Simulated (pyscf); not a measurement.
Optimised with ωB97X-D3(BJ)/def2-SVP in PySCF. Correlated levels are frozen-core, on RHF or UHF. ΔMP2 is the change of the MP2 total energy from the triple- to the quadruple-zeta basis.

### Question
For •HC=CH–C≡N (SMILES [CH]=CC#N) → H₂C=C•–C≡N (SMILES C=[C]C#N), a hydrogen shift (doublet surface; C–H broken, C–H formed), PBE/def2-TZVP gives ΔE‡ = 169.6 kJ/mol and ΔE = -49.6 kJ/mol (zero: the reactant's lowest minimum found). In which direction and how far do PBE0-D3(BJ)/def2-TZVP, ωB97M-D3(BJ)/def2-TZVP, CCSD(T)/def2-TZVPP + ΔMP2(QZVPP) move these?

### Answer
PBE0-D3(BJ): ΔE‡ = 190.9 kJ/mol, ΔE = -39.1 kJ/mol; ωB97M-D3(BJ): ΔE‡ = 200.3 kJ/mol, ΔE = -31.4 kJ/mol; CCSD(T): ΔE‡ = 202.8 kJ/mol, ΔE = -22.3 kJ/mol. PBE's barrier lies under all of them, by 21.3 to 33.1 kJ/mol. Its reaction energy lies under all of them, by 10.5 to 27.4 kJ/mol. The same reactants have a lower exit, to cyclic C₃H₂N (SMILES [N]=c1cc1) [doublet] (barrier +119.1 kJ/mol at ωB97M-D3(BJ), against +200.3 kJ/mol here). One saddle was located; it need not be the lowest between these sides. The CCSD(T) − MP2 part came from Ansatz, without density fitting, on the same reference. An open-shell T1 diagnostic exceeds 0.045. A UHF reference is spin-contaminated (<S²> up to 1.38), which harms MP2 most.
